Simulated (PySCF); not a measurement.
## Correlation energy of Ba (barium, neutral)

[Xe] 6p2, high-spin 3P determinant (an excited configuration). Computed with PySCF 2.14 in ANO-RCC-VTZP (8s7p4d2f1g, 72 functions), with scalar relativity by spin-free X2C-1e. Frozen: [Kr] 4d10; 10 electrons correlated.

MP2 pair energies summed by pair of shells (mhartree):

| pair | energy | share (%) |
| --- | --- | --- |
| 5p-5p | -115.63 | 67.5 |
| 5s-5p | -31.47 | 18.4 |
| 5p-6p | -14.89 | 8.7 |
| 5s-5s | -5.39 | 3.1 |
| 6p-6p | -3.35 | 2.0 |
| 5s-6p | -0.69 | 0.4 |

Total MP2 correlation energy: -171.42 mhartree.

Same-spin part -46.61 and opposite-spin part -124.81 mhartree; SCS-MP2 scales them by 1/3 and 6/5 to -165.31 mhartree.
